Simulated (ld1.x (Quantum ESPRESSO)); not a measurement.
**Logarithmic derivatives: nickel, ultrasoft**

```
Element                 : Ni
Generator               : ld1.x (Quantum ESPRESSO) 7.5
Type                    : ultrasoft
Functional              : revPBE
Relativity              : scalar-relativistic
Frozen core             : [Ar]
Valence charge          : 10
Reference configuration : 3d8 4s2 4p0
Partial waves           : 4s (bound): rcut 1.70, rcutus 2.35 bohr; 4s channel at 2.55 Ry: rcut 1.70, rcutus 2.35 bohr; 4p (bound, empty): rcut 2.05, rcutus 2.70 bohr; 4p channel at 0.45 Ry: rcut 2.05, rcutus 2.70 bohr; 3d (bound): rcut 1.00, rcutus 1.30 bohr; 3d channel at 1.15 Ry: rcut 1.00, rcutus 1.30 bohr; 4f channel at -0.1 Ry: rcut 2.35, rcutus 2.50 bohr
Local potential         : all-electron potential smoothed inside 1.85 bohr (lloc = -1)
Core correction         : none
Augmentation charge     : built from norm-conserving waves at rcut, not smoothed further
```

The phase is arctan(r·u′/u) with u = r·R(r), unwrapped; energies in Ry, scanned from -3 to 5 Ry. A pole is an energy at which the radial function vanishes at the test radius. The pseudo phase is shifted by a multiple of π to meet the all-electron one at the reference energy, and phase errors are pseudo minus all-electron; the curves can meet again beyond the range given. Levels narrower than the energy grid can be missing from the lists of poles.

For each channel, where are the poles, and over which energies does the pseudopotential scatter like the atom?

```
channel  radius (bohr)  reference energy (Ry)  poles, all-electron  poles, pseudo  unbroken range about the reference energy with phases within 0.05 rad  phase error 1 Ry above the reference energy (rad)
      s           2.96                  -0.41                 0.53           0.53                                                        the whole range                                             -0.001
      p           2.96                  -0.09                 1.40           1.40                                                        the whole range                                             +0.000
      d           2.96                  -0.65          -0.60, 2.98    -0.60, 2.98                                                        the whole range                                             +0.000
      f           2.96                  -0.10                 3.90           4.37                                                              below 1.8                                             +0.001
```

Phases in the d channel:

```
E (Ry)  all-electron  pseudo
 -3.00         1.382   1.382
 -2.52         1.365   1.365
 -2.04         1.344   1.344
 -1.56         1.312   1.312
 -1.08         1.249   1.249
 -0.60        -1.585  -1.585
 -0.12        -1.917  -1.917
  0.36        -2.100  -2.100
  0.84        -2.596  -2.596
  1.32        -3.837  -3.837
  1.80        -4.398  -4.398
  2.28        -4.584  -4.584
  2.76        -4.680  -4.680
  3.24        -4.747  -4.746
  3.72        -4.808  -4.807
  4.20        -4.880  -4.879
  4.68        -5.000  -4.997
```
